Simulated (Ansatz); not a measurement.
Geometry optimisation, Ansatz 0.2.0, UKS LDA/def2-SVP.

Input:

```yaml
crystal:
  periodic: [false, false, false]
  atoms:
    - { symbol: Al, position_ang: [0.0, 0.0, -0.324029] }
    - { symbol: Cl, position_ang: [0.0, 0.0, 3.101968] }
    - { symbol: Cl, position_ang: [1.80915, 0.0, -1.410308] }
    - { symbol: Cl, position_ang: [-1.80915, 0.0, -1.410308] }
    - { symbol: H, position_ang: [0.0, 0.0, 4.442677] }
magnetization:
  spin_polarized: true
  initial_magnetization: 1
basis:
  gaussian: { orbitals: def2-SVP }
hamiltonian:
  xc: lda
relax:
  f_tol: 0.03
  max_steps: 50
output:
  orbitals: {}
```

Run as:

```bash
$ ansatz run input.yaml --threads 2 --pin off --max-ram 3072MiB --backend cpu --events-out ev --progress --plain --runs-dir out
```

Problem. Where does it end, and by what steps?

Solution. The forces met the threshold. After 4 steps the energy has fallen by 0.052 eV; H5 moved furthest, 0.30 Å.

```json
{"step": "0", "energy less start (eV)": "0.0000", "largest force component (eV/Å)": "0.891", "accepted": "yes"}
{"step": "1", "energy less start (eV)": "-0.0441", "largest force component (eV/Å)": "0.175", "accepted": "yes"}
{"step": "2", "energy less start (eV)": "-0.0491", "largest force component (eV/Å)": "0.321", "accepted": "yes"}
{"step": "3", "energy less start (eV)": "-0.0518", "largest force component (eV/Å)": "0.074", "accepted": "yes"}
{"step": "4", "energy less start (eV)": "-0.0519", "largest force component (eV/Å)": "0.023", "accepted": "yes"}
```

```xyz
5
Properties=species:S:1:pos:R:3
Al 0.000 0.000 -0.129
Cl 0.000 0.000 2.814
Cl 1.811 0.000 -1.211
Cl -1.811 0.000 -1.211
H 0.000 0.000 4.138
```

Whether the end is a true minimum wasn't checked by a vibrational analysis.

The run took 5.4 s on 2 threads of Arm Neoverse V1, on a shared host, peak memory 0.14 GiB.
